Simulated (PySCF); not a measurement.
## Dipole response of Ne (neon, neutral)

[Ne], closed-shell 1S. Computed with PySCF 2.14 in aug-cc-pwCVTZ (7s6p4d2f, 59 functions), with no relativity, point nucleus. Coupled (time-dependent) response in atomic units; α is the mean over directions.

```csv
method,mean α (bohr³),C₆ (like pair),S(−4)
UHF,2.197,5.197,1.602
PBE,2.633,6.455,2.916
PBE0,2.482,6.024,2.384
MN15,2.471,5.979,2.253
PW91,2.632,6.447,2.932
```

S(−4) is the Cauchy moment in α(ω) = α(0) + S(−4) ω² + …

Reference α: 2.661 bohr³ (recommended; Schwerdtfeger and Nagle, table of static dipole polarizabilities (2023 update)). Published C₆: 6.200 (Chu and Dalgarno (2004); Tang, Norbeck and Certain (1976)).

α(iu) at PBE0:

```json
{"u (hartree)": "0", "α(iu) (bohr³)": "2.482"}
{"u (hartree)": "0.0500", "α(iu) (bohr³)": "2.476"}
{"u (hartree)": "0.100", "α(iu) (bohr³)": "2.459"}
{"u (hartree)": "0.200", "α(iu) (bohr³)": "2.393"}
{"u (hartree)": "0.300", "α(iu) (bohr³)": "2.297"}
{"u (hartree)": "0.500", "α(iu) (bohr³)": "2.062"}
{"u (hartree)": "0.750", "α(iu) (bohr³)": "1.765"}
{"u (hartree)": "1.00", "α(iu) (bohr³)": "1.501"}
{"u (hartree)": "1.50", "α(iu) (bohr³)": "1.090"}
{"u (hartree)": "2.00", "α(iu) (bohr³)": "0.8094"}
{"u (hartree)": "3.00", "α(iu) (bohr³)": "0.4857"}
{"u (hartree)": "5.00", "α(iu) (bohr³)": "0.2277"}
```

A single London oscillator, α(iu) = α/(1 + u²/ω²), gives C₆ = (3/4) ω α². Matching the computed C₆ needs ω = 4 × 6.024 / (3 × 2.482²) = 1.30 hartree.
